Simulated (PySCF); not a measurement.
How methods differ on the ionisation energy of P⁺

P⁺ [Ne] 3s2 3p2 (3P) → P²⁺ [Ne] 3s2 3p1 (2P), as a difference of total energies. Calculation: PySCF 2.14, in aug-cc-pVTZ-DK; the spin-free X2C one-electron Hamiltonian (Gaussian nucleus). Correlated levels: valence: [Ne] frozen. The calculations carry no spin-orbit coupling.

Problem. Order these methods by the ionisation energy they give, lowest first.
A. UHF
B. SCS-MP2 (valence)
C. PBEsol
D. B97-3

Solution. A (19.152 eV), B (19.512 eV), D (19.620 eV), C (19.732 eV).

A first-order spin-orbit estimate (lowest level to lowest level, LS coupling) adds -0.007 eV.

Errors of the correlated levels include the incompleteness of this basis and the frozen core.

For comparison: 19.769 eV (semi-empirical (NIST evaluation); NIST Atomic Spectra Database, ionization energies).
